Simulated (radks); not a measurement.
Values are calculated unless marked as measured or tabulated.
Problem. Ionisation of the rubidium ion Rb33+, [He] 2s2, to Rb34+, [He] 2s1, under several functionals. Dirac Kohn-Sham, spin-unpolarised, spherical densities, finite nucleus; a radial shooting solver on a logarithmic mesh with Libxc functionals. The NIST Atomic Spectra Database gives 4214 eV (semi-empirical). Rank these functionals by the error of their Delta-SCF ionisation energy: AM05; exchange-only LDA; LDA (Slater exchange, Perdew-Zunger correlation); HCTH/407; RPBE; PBE; XLYP; exchange-only PBE.

Solution. From best to worst: exchange-only LDA 4215.6 eV (+1.6); LDA (Slater exchange, Perdew-Zunger correlation) 4218.6 eV (+4.6); AM05 4219.1 eV (+5.1); exchange-only PBE 4222.8 eV (+8.8); PBE 4224.0 eV (+10.0); HCTH/407 4224.1 eV (+10.1); RPBE 4224.3 eV (+10.3); XLYP 4225.2 eV (+11.2). Spin polarisation and multiplet splitting are left out, so open shells lie too high by an amount that depends on their filling.

Beside tabulated values, note that spin-unpolarised runs miss the spin-polarisation part of the exchange energy of open shells.
